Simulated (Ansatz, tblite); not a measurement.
Cost and result up the ladder for K₂S₂⁻ (the lowest doublet isomer of a short search) (4 atoms). Total charge -1; doublet. Geometry: r2SCAN-D4/def2-TZVPD.

```xyz
4

K     2.204    0.748   -0.059
K    -1.995    0.363   -1.145
S     0.147   -1.351   -0.088
S    -0.356    0.239    1.292
```

Ansatz on 4 threads of Arm Neoverse V1 on a shared host; xTB runs through tblite on one thread. Times are rough, summed over both states, and most runs start from the orbitals of an earlier one. PBE0-D4/def2-TZVPD serves as the yardstick here, not as an exact answer. The other state is a singlet.

The xTB rows come from tblite. The structure comes from a short search, and lower isomers may exist.

Raw xTB energies of ions are shifted by several eV, and xTB has no spin-polarisation term.

| level | functions | vertical IE (eV) | difference from PBE0-D4/def2-TZVPD (eV) | remarks |
| --- | --- | --- | --- | --- |
| PBE-D4/def2-TZVPD | 164 | 0.57 | 0.07 | HOMO above zero (-1 doublet) |
| GFN1-xTB | 26 | 6.07 | 5.57 | – |
| r2SCAN-D4/def2-TZVPD | 164 | 0.44 | -0.06 | HOMO above zero (-1 doublet) |
| PBE0-D4/def2-TZVPD (with forces) | 164 | 0.50 | 0.00 | HOMO above zero (-1 doublet) |
| GFN2-xTB | 26 | 4.95 | 4.45 | – |

Task: Estimate how long each takes.

Result: GFN1-xTB 0.006 s; GFN2-xTB 0.009 s; PBE-D4/def2-TZVPD 7.2 s; PBE0-D4/def2-TZVPD (with forces) 11 s; r2SCAN-D4/def2-TZVPD 17 s. On shared hardware such times vary by a factor of up to 3.
